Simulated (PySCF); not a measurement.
Computed shifts of a molecule C₂H₅NO₂Si, PBE/pcSseg-1 (PySCF), GIAO, gas phase, atoms alike by connectivity averaged where their shifts nearly agree, in ppm (number of nuclei): ¹³C: 175.9 (1), 168.5 (1). ¹⁵N: 314.6 (1). ²⁹Si: -30.6 (1). ¹H: 9.40 (1), 8.56 (1), 5.32 (3). References: ¹⁷O against H2O (σ = 334.3 ppm); ¹³C against TMS (σ = 182.0 ppm); ¹⁵N against NH3 (σ = 267.0 ppm); ²⁹Si against TMS (σ = 335.4 ppm); ¹H against TMS (σ = 31.49 ppm), references at their B3LYP-D3(BJ)/def2-TZVP geometries, non-relativistic. The structure is a stationary point at r2SCAN-D4/def2-SVP. One conformer was computed; it need not be the lowest.

**Question.** Pick the molecule that these values belong to.
(A) N#CC[SiH](O)O
(B) O=C/N=C/O[SiH3]
(C) O[Si@@H]1CN=CO1
(D) C=C1O[SiH](N)O1

**Answer.** B, O=C/N=C/O[SiH3]
